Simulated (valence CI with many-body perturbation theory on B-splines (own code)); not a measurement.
**Ba25+: electric-dipole lines**

Method: configuration interaction combined with many-body perturbation theory (CI+MBPT): three valence electrons over a frozen Dirac-Fock core [Ar] 3d10, radial functions for each j: 11 s, 11 p, 9 d, 7 f, 5 g, 2 h, 1 i, with the one-electron correlation potential Σ1 (screened to all orders), the two-electron term Σ2, the three-electron term Σ3, Breit, model QED; selected single and double excitations, second order for the rest (own B-spline code, finite nucleus).

No measured levels were compared; by estimate levels hold to about 250 cm⁻¹ or 0.2 % of their energy and the worst to 1 %, as in measured heavy ions of charge 2 to 7; those with d or f electrons hold less well.

Lines 201 to 250 of 282 in falling wavelength, among levels below 279.83 eV, chosen from the strongest by gf and those to the six lowest levels. Wavelengths and rates use the calculated energies, so an error of 2000 cm⁻¹ moves a line at 106.3 Å by 0.21 % and its rate by three times that or more. Electric multipoles are in the length gauge, E1 and E2 with the static RPA response of the core. Weak lines are less certain than strong ones. Lines between different terms over intervals too small for the method are left out, as are lines whose strength nearly cancels. Where a level lies close to another of its J and parity, the split of strength between their lines is uncertain. The highest levels of a list are the least certain.

Levels are named by their leading jj configuration (3d3/2^4 stands for four electrons in 3d with j = 3/2), which in mixed levels can hold well under half, so a name can repeat and another be missing. Letters in brackets count levels of one name in rising energy.

```csv
λ vac (Å),Upper,Lower,A (s⁻¹),S (a.u.)
106.3,(4p3/2^2 4d3/2) J=3/2 [a],(4p1/2 4p3/2^2) J=3/2,2.00e+11,4.74e-01
106.1,(4p3/2^2 4d3/2) J=5/2,(4p1/2 4p3/2^2) J=3/2,1.19e+11,4.21e-01
105.7,(4p3/2^2 4d3/2) J=7/2,(4p1/2 4p3/2^2) J=5/2,1.88e+11,8.78e-01
105.5,(4p1/2 4p3/2 4d3/2) J=5/2 [b],(4p1/2^2 4p3/2) J=3/2,1.81e+11,6.30e-01
105.1,(4p1/2 4p3/2 4d3/2) J=3/2 [b],(4p1/2^2 4p3/2) J=3/2,2.27e+11,5.20e-01
104.6,(4p1/2 4p3/2 4d3/2) J=1/2 [b],(4p1/2^2 4p3/2) J=3/2,2.51e+11,2.84e-01
104.6,(4s 4p1/2 4d3/2) J=3/2 [b],(4s 4p1/2^2) J=1/2,2.11e+11,4.77e-01
104.4,(4s 4p1/2 4f7/2) J=7/2 [a],(4p1/2 4p3/2^2) J=5/2,4.14e+10,1.86e-01
104.2,(4s 4p1/2 4d3/2) J=1/2,(4s 4p1/2^2) J=1/2,3.06e+11,3.42e-01
104.0,(4s 4p3/2 4d3/2) J=1/2 [b],(4s 4p1/2 4p3/2) J=1/2,1.61e+11,1.79e-01
103.5,(4s 4p3/2 4d3/2) J=1/2 [a],(4s 4p1/2 4p3/2) J=3/2 [a],2.09e+11,2.29e-01
103.5,(4s 4p3/2 4d3/2) J=5/2 [a],(4s 4p1/2 4p3/2) J=3/2 [a],1.07e+11,3.51e-01
103.3,(4s 4p3/2 4d3/2) J=5/2 [b],(4s 4p1/2 4p3/2) J=3/2 [b],2.36e+11,7.69e-01
103.1,(4s 4p3/2 4d5/2) J=5/2 [a],(4s 4p1/2 4p3/2) J=5/2,8.78e+06,2.85e-05
103.1,(4s 4p3/2 4d3/2) J=3/2,(4s 4p1/2 4p3/2) J=3/2 [a],1.50e+11,3.24e-01
103.0,(4s^2 4d3/2) J=3/2,(4s^2 4p1/2) J=1/2,2.31e+11,4.98e-01
102.2,(4p1/2 4p3/2 4d5/2) J=5/2 [b],(4p1/2^2 4p3/2) J=3/2,8.79e+10,2.78e-01
101.1,(4s 4p3/2 4d5/2) J=3/2 [a],(4s 4p1/2 4p3/2) J=5/2,1.57e+08,3.22e-04
101.0,(4s 4p1/2 4f7/2) J=7/2 [b],(4p1/2 4p3/2^2) J=5/2,2.39e+10,9.74e-02
100.9,(4s 4p3/2 4d3/2) J=1/2 [b],(4s 4p1/2 4p3/2) J=3/2 [b],4.71e+09,4.78e-03
99.59,(4s 4p3/2 4d5/2) J=3/2 [c],(4s 4p1/2 4p3/2) J=1/2,3.35e+10,6.52e-02
99.23,(4s 4p3/2 4d5/2) J=5/2 [a],(4s 4p1/2 4p3/2) J=3/2 [a],3.31e+08,9.57e-04
98.99,(4p3/2^3) J=3/2,(4s 4p1/2^2) J=1/2,2.45e+09,4.70e-03
98.65,(4s 4p3/2 4d5/2) J=1/2,(4s 4p1/2 4p3/2) J=3/2 [b],7.50e+09,7.11e-03
98.25,(4s 4p3/2 4d5/2) J=7/2 [a],(4s 4p1/2 4p3/2) J=5/2,4.09e+10,1.53e-01
97.37,(4s 4p3/2 4d5/2) J=3/2 [a],(4s 4p1/2 4p3/2) J=3/2 [a],1.45e+09,2.65e-03
97.11,(4s 4p3/2 4d3/2) J=5/2 [b],(4s 4p1/2 4p3/2) J=5/2,5.59e+06,1.52e-05
96.81,(4s 4p3/2 4d5/2) J=3/2 [b],(4s 4p1/2 4p3/2) J=3/2 [b],7.34e+09,1.31e-02
96.72,(4s 4p3/2 4d5/2) J=3/2 [c],(4s 4p1/2 4p3/2) J=3/2 [b],1.68e+10,3.00e-02
96.56,(4s 4p3/2 4d5/2) J=7/2 [b],(4s 4p1/2 4p3/2) J=5/2,2.42e+10,8.59e-02
96.38,(4s 4p1/2 4d5/2) J=3/2,(4s 4p1/2^2) J=1/2,4.45e+10,7.87e-02
96.04,(4s 4p3/2 4d5/2) J=5/2 [b],(4s 4p1/2 4p3/2) J=3/2 [b],2.72e+09,7.13e-03
93.63,(4s 4p3/2 4d3/2) J=5/2 [b],(4s 4p1/2 4p3/2) J=3/2 [a],8.33e+08,2.03e-03
92.17,(4s 4p3/2 4d3/2) J=1/2 [a],(4s 4p1/2^2) J=1/2,2.92e+06,2.26e-06
91.79,(4s 4p3/2 4d3/2) J=3/2,(4s 4p1/2^2) J=1/2,4.44e+08,6.77e-04
91.65,(4s 4p3/2 4d3/2) J=1/2 [b],(4s 4p1/2 4p3/2) J=3/2 [a],5.91e+08,4.49e-04
91.37,(4s 4p3/2 4d5/2) J=3/2 [b],(4s 4p1/2 4p3/2) J=5/2,7.02e+08,1.06e-03
91.29,(4s 4p3/2 4d5/2) J=3/2 [c],(4s 4p1/2 4p3/2) J=5/2,1.81e+08,2.71e-04
90.68,(4s 4p3/2 4d5/2) J=5/2 [b],(4s 4p1/2 4p3/2) J=5/2,3.16e+09,6.98e-03
89.81,(4s 4p3/2 4d5/2) J=1/2,(4s 4p1/2 4p3/2) J=3/2 [a],8.22e+08,5.88e-04
88.28,(4s 4p3/2 4d5/2) J=3/2 [b],(4s 4p1/2 4p3/2) J=3/2 [a],3.82e+07,5.19e-05
88.21,(4s 4p3/2 4d5/2) J=3/2 [c],(4s 4p1/2 4p3/2) J=3/2 [a],2.42e+09,3.28e-03
87.64,(4s 4p3/2 4d5/2) J=5/2 [b],(4s 4p1/2 4p3/2) J=3/2 [a],1.87e+09,3.73e-03
87.24,(4s 4p3/2 4d5/2) J=3/2 [a],(4s 4p1/2^2) J=1/2,3.78e+09,4.96e-03
84.19,(4s^2 4f5/2) J=5/2,(4s 4p1/2 4p3/2) J=3/2 [b],7.29e+09,1.29e-02
82.62,(4s 4p3/2 4d3/2) J=1/2 [b],(4s 4p1/2^2) J=1/2,4.01e+08,2.23e-04
81.12,(4s 4p3/2 4d5/2) J=1/2,(4s 4p1/2^2) J=1/2,1.64e+09,8.64e-04
80.04,(4s^2 4f5/2) J=5/2,(4s 4p1/2 4p3/2) J=5/2,1.39e+08,2.11e-04
79.90,(4s^2 4f7/2) J=7/2,(4s 4p1/2 4p3/2) J=5/2,2.49e+09,5.02e-03
79.87,(4s 4p3/2 4d5/2) J=3/2 [b],(4s 4p1/2^2) J=1/2,1.07e+08,1.07e-04
```
